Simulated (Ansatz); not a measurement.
A structure relaxed at r2SCAN-D4/def2-SVP in Ansatz, charge 0, singlet:

Cartesian coordinates in Å:
```
Sn -1.539 -1.025 0.133
F -3.008 -0.901 -1.086
F -1.550 -2.865 0.653
F 0.106 -0.780 -0.980
Se -0.842 0.813 1.630
Sn 1.220 0.966 0.068
F 2.570 -0.384 0.225
F 2.049 2.424 1.021
F 0.994 1.753 -1.664
```

Problem. Give its formula and point group.

Solution. Sn2SeF6. Point group Cs (tolerance 0.1 Å).

Problem. Summarise the bond lengths by kind (pairs closer than 1.2 times the sum of covalent radii, bridged metal pairs left out).

Solution. 7 × F–Sn 1.91 to 2.32 Å; 2 × Se–Sn 2.47 to 2.59 Å.

In the def2 sets Sn takes a core potential; there is no spin–orbit coupling.
